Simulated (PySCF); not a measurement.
Species: 2-acetylpyridine, C₇H₇NO.
Numbering: `[CH3:1][C:2](=[O:3])[c:4]1[cH:5][cH:6][cH:7][cH:8][n:9]1` (hydrogens: H10, H11, H12 on C1; H13 on C5; H14 on C6; H15 on C7; H16 on C8)

The geometry is computed with GFN2-xTB (gas phase).

**Question.** Give the optimised bond lengths and angles.

**Answer.** 
```csv
bond,length (pm)
C1–C2,150.0
C2=O3,120.9
C2–C4,149.5
C4–C5,139.4
C5–C6,138.5
C6–C7,138.6
C7–C8,139.0
C8–N9,131.7
C4–N9,133.1
"C1–H10, C1–H11, C1–H12",108.7
C5–H13,107.9
C6–H14,108.0
C7–H15,107.9
C8–H16,108.3
```

Bonds in one row agree within 1 pm and their mean is given. A selection of angles:
```csv
angle,degrees
C1–C2–O3,123.8
C1–C2–C4,114.9
O3–C2–C4,121.3
C2–C4–C5,119.9
C2–C4–N9,117.5
C5–C4–N9,122.6
C4–C5–C6,118.6
C5–C6–C7,118.6
C6–C7–C8,118.3
C7–C8–N9,123.5
C4–N9–C8,118.4
```

Torsions: C1–C2–C4–C5 180° (antiperiplanar).

N9 (pyridine-type nitrogen) is bent (angle 118.4°). The 6-membered ring C4–C5–C6–C7–C8–N9 has internal angles of 118.3° to 123.5°; it is planar, 0.00 Å rms from its mean plane, widest ring torsion 0°. The 9 heavy atoms lie in one plane (0.001 Å rms). The C–C distances run from 1.385 Å (C5–C6, aromatic) to 1.500 Å (C1–C2, drawn single), a spread of 0.115 Å. Of the pairs four or more bonds apart, O3···H13 is among the closest relative to their van der Waals radii: 2.52 Å, 92 % of the sum of Bondi's values.

Point group: Cs (every atom within 0.08 Å of its image). No GFN2-xTB frequencies stand behind this structure, so it isn't proved a minimum. One conformer, not necessarily the lowest.
